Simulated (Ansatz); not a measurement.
WO2(NH2)2 (WN2O2H4), relaxed as a singlet with RKS PBE-D4/def2-SVP in Ansatz, starting from the GFN2-xTB geometry. Force threshold 0.02 eV/Å.

In the def2 sets W takes a core potential; there is no spin–orbit coupling.

Start:

Cartesian coordinates in Å:
```
N -1.0630 0.0350 1.3239
N 1.6123 -0.0728 -0.5307
O -0.8079 1.5099 -1.2556
O -0.9530 -1.3863 -1.2942
W -0.3871 0.0276 -0.5608
H -1.4519 -0.7760 1.8182
H -1.3677 0.8654 1.8444
H 2.2502 0.7195 -0.6648
H 2.1680 -0.9222 -0.6804
```

```tsv
step	energy (eV)	largest force component (eV/Å)	SCF passes
1	-8957.9375	3.969	31
2	-8958.1430	0.345	36
3	-8958.1506	0.215	31
4	-8958.1520	0.066	32
5 (rejected)	-8958.1518	0.115	31
6	-8958.1534	0.015	32
```

Force components are those of the run's own axes.

End:

```xyz
9

N    -1.0856    0.0371    1.2896
N     1.5882   -0.0722   -0.5617
O    -0.8339    1.5165   -1.2893
O    -0.9756   -1.3900   -1.3318
W    -0.3695    0.0258   -0.5353
H    -1.3651   -0.7990    1.8108
H    -1.2937    0.8855    1.8243
H     2.2119    0.7398   -0.5841
H     2.1233   -0.9434   -0.6225
```

By distances, no bond broke or formed. The bond that changes most is O4–W5, from 1.69 to 1.73 Å (atoms count from 1).

No frequencies were taken in this run, so the end may be a saddle point.

It took 15 s on 2 threads of AMD EPYC 7R43 on a shared host.
